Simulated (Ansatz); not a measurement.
Basis-set series for CH$_{3}$Cl$_{2}$GaSe, SMILES `C[Se][Ga]([Cl])[Cl]`. Charge 0, multiplicity 1. The structure was optimised at the PBE0-D4/def2-TZVP level. It is one conformer, not always the lowest.

```tsv
atom	x (Å)	y (Å)	z (Å)
C1	-1.485	-0.025	0.227
Se2	-0.325	-1.040	-0.986
Ga3	1.674	-0.098	-0.382
Cl4	1.759	1.419	1.118
Cl5	3.510	-0.686	-1.281
H6	-1.421	1.038	0.012
H7	-2.494	-0.383	0.029
H8	-1.218	-0.224	1.261
```

| functional | basis | functions | energy (Eh) | HOMO (eV) | LUMO (eV) |
| --- | --- | --- | --- | --- | --- |
| PBE0-D4 | def2-TZVPP | 253 | -5286.04286 | -7.38 | -1.47 |
| PBE0-D4 | def2-QZVPP | 465 | -5286.16555 | -7.40 | -1.55 |
| ωB97M-V | def2-TZVPP | 253 | -5286.61584 | -9.51 | 0.40 |
| ωB97M-V | def2-QZVPP | 465 | -5286.73432 | -9.53 | 0.20 |

Give the rows for def2-SVP. (Best estimate.)

Computed: 
```json
{"functional": "PBE0-D4", "basis": "def2-SVP", "functions": "129", "energy (Eh)": "-5285.14032", "HOMO (eV)": "-7.29", "LUMO (eV)": "-1.31"}
{"functional": "ωB97M-V", "basis": "def2-SVP", "functions": "129", "energy (Eh)": "-5285.71711", "HOMO (eV)": "-9.39", "LUMO (eV)": "0.65"}
```

Positive LUMOs are unbound and depend on the basis. Scalar relativity is left out up to krypton.
